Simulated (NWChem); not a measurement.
System: NaOH; SMILES [Na][OH]

The following NWChem deck was run.

```
start job
memory heap 200 mb stack 900 mb global 1100 mb
geometry units angstroms noautosym nocenter noautoz
  Na    -0.066701    -0.942378     0.000000
  O      0.132980     0.955926     0.000000
  H      0.231121     1.907467     0.000000
end
basis spherical
  * library cc-pvtz
end
dft
  xc b3lyp
  iterations 150
end
tddft
  cis
  ecut -17.5
  nroots 6
  notriplet
end
task tddft energy
```

Output (shortened):

```
             Northwest Computational Chemistry Package (NWChem) 7.3.0
             --------------------------------------------------------

                             Geometry "geometry" -> ""
                             -------------------------

 Output coordinates in angstroms (scale by  1.889725989 to convert to a.u.)

  No.       Tag          Charge          X              Y              Z
 ---- ---------------- ---------- -------------- -------------- --------------
    1 Na                  11.0000    -0.06670100    -0.94237800     0.00000000
    2 O                    8.0000     0.13298000     0.95592600     0.00000000
    3 H                    1.0000     0.23112100     1.90746700     0.00000000

 Effective nuclear repulsion energy (a.u.)      30.8535824846

                                 NWChem DFT Module
                                 -----------------

 Summary of "ao basis" -> "ao basis" (spherical)
 ------------------------------------------------------------------------------
       Tag                 Description            Shells   Functions and Types
 ---------------- ------------------------------  ------  ---------------------
 Na                         cc-pvtz                 12       34   5s4p2d1f
 O                          cc-pvtz                 10       30   4s3p2d1f
 H                          cc-pvtz                  6       14   3s2p1d

            General Information
            -------------------
          SCF calculation type: DFT
          Wavefunction type:  closed shell.
          No. of atoms     :     3
          No. of electrons :    20
           Alpha electrons :    10
            Beta electrons :    10
          Charge           :     0
          Spin multiplicity:     1
          Use of symmetry is: off; symmetry adaption is: off
          Maximum number of iterations: 150
          AO basis - number of functions:    78
                     number of shells:    28
          Convergence on energy requested:  1.00D-06
          Convergence on density requested:  1.00D-05
          Convergence on gradient requested:  5.00D-04

              XC Information
              --------------
                         B3LYP Method XC Potential
                     Hartree-Fock (Exact) Exchange  0.200
                        Slater Exchange Functional  0.800 local
                    Becke 1988 Exchange Functional  0.720 non-local
              Lee-Yang-Parr Correlation Functional  0.810
                  VWN I RPA Correlation Functional  0.190 local

             Grid Information
             ----------------
          Grid used for XC integration:  medium
          Radial quadrature: Mura-Knowles
          Angular quadrature: Lebedev.
          Tag              B.-S. Rad. Rad. Pts. Rad. Cut. Ang. Pts.
          ---              ---------- --------- --------- ---------
          Na                  1.80       88          13.0       434
          O                   0.60       49           8.0       434
          H                   0.35       45          12.0       434
          Grid pruning is: on
          Number of quadrature shells:   182
          Spatial weights used:  Erf1

      Superposition of Atomic Density Guess
      -------------------------------------

 Sum of atomic energies:        -237.13847462

      Non-variational initial energy
      ------------------------------

 Total energy =    -237.036432
 1-e energy   =    -392.518073
 2-e energy   =     124.628058
 HOMO         =      -0.473077
 LUMO         =      -0.057655

   convergence    iter        energy       DeltaE   RMS-Dens  Diis-err
 ---------------- ----- ----------------- --------- --------- ---------
 d= 0,ls=0.0,diis     1   -238.0549687814 -2.69D+02  2.77D-02  1.06D+00
 d= 0,ls=0.5,diis     2   -235.0250156867  3.03D+00  7.30D-03  1.50D+01
 d= 0,ls=0.5,diis     3   -236.2333276214 -1.21D+00  4.69D-03  8.59D+00
 d= 0,ls=0.5,diis     4   -236.8028645572 -5.70D-01  3.98D-03  5.04D+00
 d= 0,ls=0.5,diis     5   -237.1739736604 -3.71D-01  5.28D-03  2.41D+00
 d= 0,ls=0.5,diis     6   -237.4553326181 -2.81D-01  1.11D-02  7.17D-01
 d= 0,ls=0.5,diis     7   -237.9387418391 -4.83D-01  6.41D-03  2.62D-01
 d= 0,ls=0.5,diis     8   -238.0550027401 -1.16D-01  4.17D-03  5.03D-01
  Resetting Diis
 d= 0,ls=0.5,diis     9   -238.0442680834  1.07D-02  2.42D-03  1.04D+00
 d= 0,ls=0.5,diis    10   -238.0189790057  2.53D-02  8.16D-03  1.42D+00
 d= 0,ls=0.5,diis    11   -238.0842245393 -6.52D-02  2.72D-03  1.12D+00
 d= 0,ls=0.5,diis    12   -238.1509518130 -6.67D-02  1.24D-03  1.90D-01
 d= 0,ls=0.5,diis    13   -238.1672328666 -1.63D-02  7.69D-04  2.76D-02
 d= 0,ls=0.5,diis    14   -238.1714879667 -4.26D-03  5.65D-04  4.28D-03
 d= 0,ls=0.5,diis    15   -238.1732702498 -1.78D-03  4.78D-04  1.82D-03
 d= 0,ls=0.5,diis    16   -238.1744083123 -1.14D-03  4.04D-04  1.60D-03
 d= 0,ls=0.5,diis    17   -238.1752259330 -8.18D-04  3.40D-04  1.23D-03
 d= 0,ls=0.5,diis    18   -238.1758212941 -5.95D-04  2.93D-04  7.04D-04
 d= 0,ls=0.5,diis    19   -238.1762382579 -4.17D-04  2.39D-04  3.93D-04
 d= 0,ls=0.5,diis    20   -238.1765095898 -2.71D-04  1.89D-04  2.40D-04
 d= 0,ls=0.5,diis    21   -238.1766812874 -1.72D-04  1.48D-04  1.48D-04
 d= 0,ls=0.5,diis    22   -238.1767880511 -1.07D-04  1.20D-04  1.04D-04
 d= 0,ls=0.5,diis    23   -238.1768591131 -7.11D-05  9.68D-05  6.23D-05
 d= 0,ls=0.5,diis    24   -238.1769045283 -4.54D-05  7.75D-05  3.90D-05
 d= 0,ls=0.5,diis    25   -238.1769335002 -2.90D-05  6.20D-05  2.51D-05
 d= 0,ls=0.5,diis    26   -238.1769521317 -1.86D-05  4.95D-05  1.54D-05
 d= 0,ls=0.5,diis    27   -238.1769640005 -1.19D-05  3.96D-05  9.60D-06
 d= 0,ls=0.5,diis    28   -238.1769715747 -7.57D-06  3.16D-05  6.09D-06
 d= 0,ls=0.5,diis    29   -238.1769764150 -4.84D-06  2.52D-05  3.85D-06
 d= 0,ls=0.5,diis    30   -238.1769795009 -3.09D-06  2.01D-05  2.44D-06
 d= 0,ls=0.5,diis    31   -238.1769814703 -1.97D-06  1.61D-05  1.54D-06
 d= 0,ls=0.5,diis    32   -238.1769827273 -1.26D-06  1.29D-05  9.82D-07
 d= 0,ls=0.5,diis    33   -238.1769835328 -8.05D-07  1.03D-05  6.24D-07
 d= 0,ls=0.5,diis    34   -238.1769840478 -5.15D-07  8.23D-06  3.97D-07

         Total DFT energy =     -238.176984376896
      One electron energy =     -395.233576238831
           Coulomb energy =      149.699272037933
    Exchange-Corr. energy =      -23.496262660576
 Nuclear repulsion energy =       30.853582484578

 Numeric. integr. density =       20.000002806036

                       DFT Final Molecular Orbital Analysis
                       ------------------------------------

 Vector    8  Occ=2.000000D+00  E=-3.330371D-01
              MO Center=  1.4D-01,  9.9D-01,  2.0D-11, r^2= 8.9D-01
   Bfn.  Coefficient  Atom+Function         Bfn.  Coefficient  Atom+Function
  ----- ------------  ---------------      ----- ------------  ---------------
    43      0.330269  2 O  py                40      0.294771  2 O  py
    38     -0.228980  2 O  s                 46      0.224444  2 O  py
    66      0.224333  3 H  s                 65      0.167980  3 H  s
     3     -0.153090  1 Na s                 36     -0.153635  2 O  s
    67      0.118793  3 H  s                  7      0.089077  1 Na py

 Vector    9  Occ=2.000000D+00  E=-1.812523D-01
              MO Center=  1.3D-01,  9.3D-01,  1.3D-09, r^2= 9.5D-01
   Bfn.  Coefficient  Atom+Function         Bfn.  Coefficient  Atom+Function
  ----- ------------  ---------------      ----- ------------  ---------------
    44      0.398538  2 O  pz                47      0.359327  2 O  pz
    41      0.346476  2 O  pz                14      0.095936  1 Na pz
    24      0.087218  1 Na d -1              11      0.066377  1 Na pz
    73      0.040299  3 H  pz

 Vector   10  Occ=2.000000D+00  E=-1.812515D-01
              MO Center=  1.3D-01,  9.3D-01, -8.0D-09, r^2= 9.5D-01
   Bfn.  Coefficient  Atom+Function         Bfn.  Coefficient  Atom+Function
  ----- ------------  ---------------      ----- ------------  ---------------
    42      0.396422  2 O  px                45      0.357440  2 O  px
    39      0.344636  2 O  px                12      0.095438  1 Na px
    23      0.085793  1 Na d -2               9      0.066065  1 Na px
    43     -0.041005  2 O  py                71      0.040088  3 H  px
    46     -0.036776  2 O  py                40     -0.035655  2 O  py

[...]

                                NWChem TDDFT Module
                                -------------------

            General Information
            -------------------
           No. of orbitals :     156
            Alpha orbitals :      78
             Beta orbitals :      78
        Alpha frozen cores :       0
         Beta frozen cores :       0
     Alpha frozen virtuals :       0
      Beta frozen virtuals :       0
         Spin multiplicity :       1
    Number of AO functions :      78
        Use of symmetry is : off
      Symmetry adaption is : off
         Schwarz screening :  0.10D-07

              XC Information
              --------------
                  B3LYP Method XC Potential
              Hartree-Fock (Exact) Exchange   0.20
                 Slater Exchange Functional   0.80 local
             Becke 1988 Exchange Functional   0.72 non-local
       Lee-Yang-Parr Correlation Functional   0.81
           VWN I RPA Correlation Functional   0.19 local

             TDDFT Information
             -----------------
          Calculation type : Tamm-Dancoff TDDFT
         Wavefunction type : Restricted singlets
          No. of electrons :      20
           Alpha electrons :      10
            Beta electrons :      10
              No. of roots :       6
          Max subspacesize :    5200
            Max iterations :     100
               Target root :       1
           Target symmetry : none
             Energy Cutoff :-0.18D+02
      Symmetry restriction : off
                 Algorithm : Optimal
        Davidson threshold :  0.10D-03

    6 smallest eigenvalue differences (eV)
--------------------------------------------------------
  No. Spin  Occ  Vir  Irrep   E(Occ)    E(Vir)   E(Diff)
--------------------------------------------------------
    1    1    2   11 a       -18.978    -0.056   514.894
    2    1    2   12 a       -18.978     0.005   516.538
    3    1    2   13 a       -18.978     0.005   516.538
    4    1    2   14 a       -18.978     0.015   516.808
    5    1    2   15 a       -18.978     0.052   517.813
    6    1    2   16 a       -18.978     0.062   518.084
--------------------------------------------------------

  Entering Davidson iterations
  Restricted singlet excited states

  Iter   NTrls   NConv    DeltaV     DeltaE      Time
  ----  ------  ------  ---------  ---------  ---------
    1      6       0     0.29E-01   0.10+100       20.1
    2     12       0     0.56E-02   0.22E-02       18.8
    3     18       1     0.49E-03   0.80E-05       18.1
    4     23       6     0.80E-04   0.28E-07       15.8
  ----  ------  ------  ---------  ---------  ---------
  Convergence criterion met

  Ground state a        -238.176984376896 a.u.

  ----------------------------------------------------------------------------
  Root   1 singlet a             18.888355240 a.u.              513.9785 eV
  ----------------------------------------------------------------------------
     Transition Moments    X  0.00095   Y  0.00721   Z  0.00000
     Dipole Oscillator Strength                    0.0006655488
     Electric Quadrupole                           0.0000081741
     Magnetic Dipole                               0.0000000006
     Total Oscillator Strength                     0.0006737236

     Occ.    2  a   ---  Virt.   11  a       -0.99592
     Occ.    2  a   ---  Virt.   14  a       -0.06532
     Occ.    2  a   ---  Virt.   18  a       -0.05622
  ----------------------------------------------------------------------------
  Root   2 singlet a             18.953697377 a.u.              515.7566 eV
  ----------------------------------------------------------------------------
     Transition Moments    X  0.00000   Y -0.00000   Z  0.01605
     Dipole Oscillator Strength                    0.0032541528
     Electric Quadrupole                           0.0000333003
     Magnetic Dipole                               0.0000534077
     Total Oscillator Strength                     0.0033408607

     Occ.    2  a   ---  Virt.   12  a        0.98495
     Occ.    2  a   ---  Virt.   16  a        0.15296
     Occ.    2  a   ---  Virt.   22  a        0.07504
  ----------------------------------------------------------------------------
  Root   3 singlet a             18.953700477 a.u.              515.7567 eV
  ----------------------------------------------------------------------------
     Transition Moments    X -0.01596   Y  0.00167   Z  0.00000
     Dipole Oscillator Strength                    0.0032540745
     Electric Quadrupole                           0.0000333115
     Magnetic Dipole                               0.0000533520
     Total Oscillator Strength                     0.0033407381

     Occ.    2  a   ---  Virt.   13  a       -0.98495
     Occ.    2  a   ---  Virt.   17  a       -0.15295
     Occ.    2  a   ---  Virt.   23  a       -0.07504
  ----------------------------------------------------------------------------
  Root   4 singlet a             18.963088477 a.u.              516.0121 eV
  ----------------------------------------------------------------------------
     Transition Moments    X  0.00092   Y  0.00884   Z  0.00000
     Dipole Oscillator Strength                    0.0009979556
     Electric Quadrupole                           0.0000128483
     Magnetic Dipole                               0.0000000184
     Total Oscillator Strength                     0.0010108223

     Occ.    2  a   ---  Virt.   11  a       -0.06182
     Occ.    2  a   ---  Virt.   14  a        0.97119
     Occ.    2  a   ---  Virt.   15  a       -0.19956
     Occ.    2  a   ---  Virt.   21  a       -0.10898
  ----------------------------------------------------------------------------
  Root   5 singlet a             19.001289679 a.u.              517.0516 eV
  ----------------------------------------------------------------------------
     Transition Moments    X  0.00063   Y  0.00596   Z  0.00000
     Dipole Oscillator Strength                    0.0004549807
     Electric Quadrupole                           0.0000061087
     Magnetic Dipole                               0.0000000073
     Total Oscillator Strength                     0.0004610967

     Occ.    2  a   ---  Virt.   14  a       -0.20239
     Occ.    2  a   ---  Virt.   15  a       -0.97658
  ----------------------------------------------------------------------------
  Root   6 singlet a             19.011520728 a.u.              517.3300 eV
  ----------------------------------------------------------------------------
     Transition Moments    X  0.00000   Y -0.00000   Z  0.01091
     Dipole Oscillator Strength                    0.0015085853
     Electric Quadrupole                           0.0000128811
     Magnetic Dipole                               0.0000222595
     Total Oscillator Strength                     0.0015437259

     Occ.    2  a   ---  Virt.   12  a       -0.15871
     Occ.    2  a   ---  Virt.   16  a        0.98422
     Occ.    2  a   ---  Virt.   22  a        0.05845

              Target root =      1
          Target symmetry = none
      Ground state energy =   -238.176984376896
        Excitation energy =     18.888355239830
     Excited state energy =   -219.288629137066

  stored tddft:energy   -219.28862913706647
```

Level: B3LYP/cc-pVTZ, restricted-window TDA. Coordinates come from a PBE0/def2-SVP optimisation. The quadrupole and magnetic terms of the printed total strengths depend on the origin.
